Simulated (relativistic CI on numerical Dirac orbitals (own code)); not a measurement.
Pt³⁺: O2,3 absorption edge

Computed with this model: Dirac-Coulomb-Breit CI, orbitals from a KLI potential per configuration, QED by a radiative potential, multiplet model of core-to-valence dipole absorption, unscaled Slater integrals; configurations [Xe] 4f14 5d7 → [Kr] 4d10 4f14 5s2 5p5 5d8; 80 K; Lorentzian 1.5 eV and Gaussian 0.3 eV FWHM. Energies are those of the free ion, without screening or charge transfer. The branching ratio is the share of the lower-energy edge in the whole absorption, uncertain by about 0.02 where the edges overlap. S is read from ⟨S²⟩ = S(S + 1).

Field parameters in Wybourne normalisation: Td as Oh with Dq negative (B⁴₀ = 21Dq, B⁴₄ = √(5/14) B⁴₀). The field is a parameter set, without covalency.

free ion: ground-state S = 1.40, centroid 55.36 eV. Peaks (eV, height): 49.5 (24), 52.0 (52), 54.0 (98), 54.8 (100), 58.5 (59), 61.5 (18).

Td, 10Dq = -3100 cm⁻¹: ground-state S = 1.42, centroid 55.56 eV. Peaks (eV, height): 50.0 (26), 52.2 (53), 54.2 (100), 54.8 (100), 58.5 (57), 61.8 (14), 70.5 (7).

Td, 10Dq = -7050 cm⁻¹: ground-state S = 1.44, centroid 56.04 eV. Peaks (eV, height): 50.2 (28), 52.5 (54), 54.8 (100), 58.8 (52), 70.8 (9).

Td, 10Dq = -10950 cm⁻¹: ground-state S = 1.45, centroid 56.57 eV. Peaks (eV, height): 50.8 (31), 52.8 (61), 55.0 (100), 59.0 (50), 70.2 (12).

Td, 10Dq = -14850 cm⁻¹: ground-state S = 1.46, centroid 57.04 eV. Peaks (eV, height): 51.2 (35), 53.0 (69), 55.0 (100), 59.2 (49), 70.2 (15).

Td, 10Dq = -18800 cm⁻¹: ground-state S = 1.46, centroid 57.45 eV. Peaks (eV, height): 53.5 (79), 55.2 (100), 59.8 (45), 70.5 (18), 74.0 (6).

Strongest unbroadened transitions for Td, 10Dq = -3100 cm⁻¹:

| Energy (eV) | Relative strength |
| --- | --- |
| 49.78 | 24.9 |
| 49.83 | 13.7 |
| 52.10 | 62.6 |
| 52.20 | 11.2 |
| 53.64 | 8.7 |
| 53.92 | 29.2 |
| 54.05 | 50.6 |
| 54.08 | 43.2 |
| 54.99 | 100.0 |
| 55.20 | 35.9 |
| 56.05 | 7.5 |
| 58.34 | 6.0 |
| 58.49 | 49.1 |
| 58.58 | 31.4 |
| 58.63 | 12.3 |
| 61.78 | 9.1 |
| 62.06 | 9.7 |
| 70.60 | 6.1 |
